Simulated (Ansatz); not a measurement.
Consider the atomization: `CBB([SiH3])Cl` → 2 B• + C• + Cl• + 7 H• + Si•.

Computed with Ansatz on PBE0-D4/def2-TZVP structures; ΔE is electronic, products minus reactants. CCSD(T)/CBS adds triple-zeta CCSD(T) − MP2 to the extrapolated MP2 energy (def2 sets, frozen cores). This one scheme is used for every species, atoms too. DFT in def2-TZVPP. B3LYP here is the variant with VWN-RPA as its local correlation; programs differ in this. No spin–orbit coupling; open shells (•) take unrestricted orbitals. Spin–orbit coupling would lower the free atoms: a little for B, C, Cl, Si. One conformer a species, not always the lowest.

CCSD(T)/CBS gives +4086.9 kJ/mol.

Task: Another level gave +4123.8 kJ/mol. Which?
A. ωB97X-V/def2-TZVPP
B. r2SCAN/def2-TZVPP
C. B3LYP-D4/def2-TZVPP
D. ωB97M-V/def2-TZVPP

Result: D. ωB97M-V 4123.8, r2SCAN 4138.5, B3LYP-D4 4119.2, ωB97X-V 4128.1 kJ/mol.

Largest T1 diagnostic among the species: 0.014.

In def2-TZVPP, CCSD(T) changes the Hartree–Fock value by +794.9 kJ/mol (the triples alone add +45.4 kJ/mol) and MP2 by +831.3 kJ/mol; breaking electron pairs costs correlation energy, which Hartree–Fock lacks. The D4 term adds +40.8 kJ/mol with B3LYP and +21.8 kJ/mol with PBE0; it sums over pairs of atoms, weighted by their polarisabilities, and B3LYP, whose exchange is more repulsive, gets the larger term.

For atomizations the MP2-based limit and the directly extrapolated one differ by several kJ/mol either way, and by 10 to 25 for some Ge, Se and Sn compounds, so smaller differences from it don't rank the levels.
